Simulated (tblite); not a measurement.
Compound: C4H12GaNO.
Numbering: `[CH2:1]=[C:2]([GaH2-:3][NH3+:4])[C@@H:5]([CH3:6])[OH:7]` (hydrogens: H8, H9 on C1; H10, H11 on Ga3; H12, H13, H14 on N4; H15 on C5; H16, H17, H18 on C6; H19 on O7)
Bond orders are those of one Lewis drawing.

Computed with GFN2-xTB (tblite), gas phase: L-BFGS steps from a force-field or distance-geometry start until the largest atomic force falls under 0.01 eV/Å.

Step 81: E = -621.2080 eV
```
atom  x, y, z in Å  |  force x, y, z in eV/Å
C1      0.1352   -1.8593   -0.0788   -0.006   0.006   0.010
C2     -0.0400   -0.5519   -0.2249    0.007   0.011   0.026
Ga3     1.0036    1.1562   -0.0094    0.019  -0.005   0.031
N4      2.9752    0.2621    0.4287    0.009   0.011  -0.011
C5     -1.3812    0.0180   -0.6275   -0.005   0.015   0.002
C6     -2.5091   -0.3123    0.3394   -0.029   0.007   0.022
O7     -1.1113    1.4303   -0.6244    0.036   0.011  -0.040
H8      1.0844   -2.2716    0.2304    0.033   0.016  -0.018
H9     -0.6496   -2.5880   -0.2479   -0.010  -0.008  -0.022
H10     1.5521    1.9350   -1.2221    0.000  -0.023  -0.010
H11     0.9355    1.9374    1.3175   -0.034   0.013   0.002
H12     3.0411   -0.2188    1.3230   -0.036  -0.009  -0.024
H13     3.6771    0.9979    0.4123    0.017  -0.003   0.008
H14     3.1961   -0.4011   -0.3110    0.007  -0.005   0.019
H15    -1.6595   -0.2984   -1.6445   -0.023   0.039  -0.016
H16    -3.4100    0.2420    0.0773   -0.044  -0.013  -0.005
H17    -2.2153   -0.0459    1.3530    0.035   0.007   0.004
H18    -2.7306   -1.3752    0.3027    0.006   0.001   0.011
H19    -1.9035    1.9530   -0.8012    0.018  -0.072   0.011
```

Step 82: E = -621.2087 eV
```
atom  x, y, z in Å  |  force x, y, z in eV/Å
C1      0.1368   -1.8601   -0.0811    0.003   0.004  -0.001
C2     -0.0404   -0.5523   -0.2257   -0.002  -0.002   0.032
Ga3     1.0014    1.1582   -0.0087    0.028  -0.018   0.038
N4      2.9725    0.2606    0.4313    0.004   0.008  -0.001
C5     -1.3823    0.0180   -0.6283    0.005  -0.030   0.008
C6     -2.5090   -0.3109    0.3410   -0.016   0.012   0.029
O7     -1.1111    1.4289   -0.6279    0.036   0.038  -0.040
H8      1.0886   -2.2715    0.2267   -0.012   0.031  -0.027
H9     -0.6469   -2.5907   -0.2541    0.017   0.017  -0.010
H10     1.5581    1.9346   -1.2192   -0.007  -0.022  -0.018
H11     0.9335    1.9442    1.3159   -0.038   0.005  -0.001
H12     3.0408   -0.2248    1.3230   -0.037  -0.002  -0.028
H13     3.6746    0.9963    0.4161    0.018  -0.005   0.007
H14     3.1907   -0.3997   -0.3119    0.011  -0.004   0.015
H15    -1.6621   -0.3006   -1.6440   -0.024   0.038  -0.026
H16    -3.4129    0.2384    0.0779   -0.033  -0.013  -0.006
H17    -2.2120   -0.0367    1.3517    0.022   0.003   0.008
H18    -2.7266   -1.3749    0.3118    0.010   0.007   0.010
H19    -1.9035    1.9523   -0.8018    0.015  -0.069   0.009
```

Step 83: E = -621.2095 eV
```
atom  x, y, z in Å  |  force x, y, z in eV/Å
C1      0.1382   -1.8606   -0.0839    0.012   0.012  -0.014
C2     -0.0411   -0.5521   -0.2253   -0.013  -0.028   0.031
Ga3     1.0002    1.1598   -0.0058    0.027  -0.024   0.033
N4      2.9701    0.2586    0.4341    0.004   0.022  -0.015
C5     -1.3837    0.0181   -0.6292    0.012  -0.063   0.000
C6     -2.5085   -0.3089    0.3436    0.005   0.022   0.031
O7     -1.1109    1.4280   -0.6337    0.031   0.046  -0.033
H8      1.0926   -2.2704    0.2221   -0.053   0.041  -0.032
H9     -0.6436   -2.5934   -0.2626    0.044   0.043   0.001
H10     1.5643    1.9339   -1.2152   -0.015  -0.023  -0.017
H11     0.9297    1.9509    1.3164   -0.038  -0.003  -0.004
H12     3.0402   -0.2318    1.3224   -0.033  -0.004  -0.010
H13     3.6722    0.9946    0.4198    0.012  -0.019   0.010
H14     3.1849   -0.3985   -0.3129    0.013   0.000   0.013
H15    -1.6656   -0.3028   -1.6440   -0.017   0.034  -0.017
H16    -3.4167    0.2335    0.0790   -0.015  -0.012  -0.001
H17    -2.2068   -0.0254    1.3507   -0.001  -0.002   0.006
H18    -2.7208   -1.3743    0.3233    0.014   0.014   0.009
H19    -1.9043    1.9501   -0.8060    0.011  -0.056   0.007
```

Step 84: E = -621.2106 eV
```
atom  x, y, z in Å  |  force x, y, z in eV/Å
C1      0.1403   -1.8601   -0.0880    0.019   0.006  -0.029
C2     -0.0419   -0.5514   -0.2249   -0.023  -0.034   0.022
Ga3     1.0000    1.1608   -0.0024    0.019  -0.020   0.019
N4      2.9662    0.2563    0.4378   -0.002   0.013  -0.005
C5     -1.3848    0.0181   -0.6303    0.018  -0.072   0.000
C6     -2.5069   -0.3061    0.3475    0.026   0.024   0.022
O7     -1.1105    1.4272   -0.6407    0.021   0.039  -0.023
H8      1.0966   -2.2678    0.2168   -0.072   0.042  -0.030
H9     -0.6385   -2.5954   -0.2738    0.056   0.058   0.011
H10     1.5716    1.9308   -1.2128   -0.025  -0.027  -0.008
H11     0.9241    1.9587    1.3162   -0.036  -0.012  -0.008
H12     3.0381   -0.2416    1.3218   -0.030   0.006  -0.003
H13     3.6686    0.9920    0.4257    0.018  -0.022   0.012
H14     3.1771   -0.3967   -0.3136    0.018   0.002   0.000
H15    -1.6705   -0.3031   -1.6440   -0.007   0.016  -0.012
H16    -3.4203    0.2271    0.0805    0.007  -0.010   0.008
H17    -2.1997   -0.0108    1.3498   -0.027  -0.008   0.007
H18    -2.7121   -1.3734    0.3375    0.018   0.023   0.014
H19    -1.9070    1.9447   -0.8105    0.004  -0.023   0.004
```

**Question.** Estimate the geometry and energy of step 85. (The exact step hangs on the optimiser's Hessian estimate; all steps are aligned on step 84, rigid shifts and turns removed.)

**Answer.** E = -621.2116 eV, largest force 0.069 eV/Å
```
atom  x, y, z in Å  |  force x, y, z in eV/Å
C1      0.1422   -1.8590   -0.0933    0.017   0.010  -0.036
C2     -0.0427   -0.5501   -0.2233   -0.023  -0.035   0.002
Ga3     1.0007    1.1610    0.0027   -0.001  -0.010  -0.004
N4      2.9622    0.2536    0.4417   -0.002   0.016  -0.016
C5     -1.3849    0.0172   -0.6320    0.011  -0.043  -0.007
C6     -2.5032   -0.3027    0.3522    0.035   0.024   0.009
O7     -1.1106    1.4270   -0.6504    0.007   0.007  -0.012
H8      1.0978   -2.2653    0.2131   -0.051   0.030  -0.020
H9     -0.6326   -2.5954   -0.2879    0.044   0.052   0.011
H10     1.5753    1.9279   -1.2100   -0.030  -0.031   0.004
H11     0.9185    1.9641    1.3179   -0.033  -0.017  -0.010
H12     3.0351   -0.2510    1.3213   -0.024   0.009   0.014
H13     3.6646    0.9895    0.4315    0.018  -0.034   0.017
H14     3.1698   -0.3954   -0.3144    0.021   0.007  -0.004
H15    -1.6758   -0.3050   -1.6446    0.010  -0.003   0.010
H16    -3.4216    0.2213    0.0828    0.021  -0.007   0.016
H17    -2.1914    0.0051    1.3497   -0.046  -0.016   0.001
H18    -2.7014   -1.3716    0.3528    0.020   0.031   0.021
H19    -1.9114    1.9379   -0.8170    0.005   0.008   0.003
```

The energy changes by -0.0010 eV. The first-order estimate −F·Δx gives -0.0015 eV and the mean of the old and new forces, exact on a quadratic surface, -0.0010 eV. The step makes an angle of 79° with the force vector and moves no atom by more than 0.019 Å.

The cost below is that of the whole relaxation. On Intel Xeon at 2.50 GHz, one thread, shared host with 64 logical CPUs at a one-minute load of 62, this took 3.5 s of wall time.
